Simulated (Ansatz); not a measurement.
Mulliken charges of C2H6OSn (`C[O][Sn][CH3]`) from r2SCAN/def2-TZVPP in Ansatz (PBE0-D4/def2-TZVP geometry).

```json
{"atom": "C1", "x (Å)": "-0.416", "y (Å)": "0.798", "z (Å)": "-1.362", "charge (e)": "0.039"}
{"atom": "O2", "x (Å)": "0.961", "y (Å)": "0.751", "z (Å)": "-1.119", "charge (e)": "-0.537"}
{"atom": "Sn3", "x (Å)": "1.953", "y (Å)": "-0.090", "z (Å)": "0.373", "charge (e)": "0.645"}
{"atom": "C4", "x (Å)": "0.225", "y (Å)": "-0.888", "z (Å)": "1.467", "charge (e)": "-0.547"}
{"atom": "H5", "x (Å)": "-0.748", "y (Å)": "1.841", "z (Å)": "-1.428", "charge (e)": "0.050"}
{"atom": "H6", "x (Å)": "-1.012", "y (Å)": "0.304", "z (Å)": "-0.585", "charge (e)": "0.037"}
{"atom": "H7", "x (Å)": "-0.645", "y (Å)": "0.317", "z (Å)": "-2.320", "charge (e)": "0.050"}
{"atom": "H8", "x (Å)": "-0.344", "y (Å)": "-1.585", "z (Å)": "0.844", "charge (e)": "0.088"}
{"atom": "H9", "x (Å)": "-0.451", "y (Å)": "-0.083", "z (Å)": "1.772", "charge (e)": "0.088"}
{"atom": "H10", "x (Å)": "0.560", "y (Å)": "-1.416", "z (Å)": "2.362", "charge (e)": "0.088"}
```

Q: By hand: the dipole of these point charges (1 e Å = 4.8032 D).

A: Σ q r = (0.477, -0.097, 0.215) e Å, of length 0.532 e Å = 2.56 D.

Q: How does the dipole of the full density compare? (An estimate is asked.)

A: Ansatz gave: (-0.105, -0.137, 0.211) e Å, 1.31 D; the point charges give 1.95 times that, at 87° from its direction.

Point charges leave out the atoms' own dipoles, such as those of lone pairs, and Mulliken's split depends on the basis, so the two needn't agree.
